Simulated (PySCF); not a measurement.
CH7ClFNSi2, SMILES N([SiH2][Si@@H](F)Cl)C.

Geometry optimised at B3LYP-D3(BJ)/def2-SVP. The structure was generated by enumeration; whether it is a known compound was not checked. The values are those of a single conformer.

Level of theory: PBE/def2-TZVP in PySCF.

The molecule is in vacuum.

```json
{
 "total_energy": "-1235.63101 hartree",
 "highest_occupied_level": "-5.68 eV",
 "lowest_empty_level": "-1.64 eV",
 "orbital_gap": "4.04 eV",
 "dipole_moment": "3.00 D",
 "quadrupole, principal values (traceless, Buckingham form, about the centre of nuclear charge)": "-4.74, 0.99, 3.74 D·Å",
 "mean_static_polarisability": "88.1 bohr³ (13.05 Å³)",
 "polarisability_principal_values": "74.6, 86.8, 102.9 bohr³"
}
```
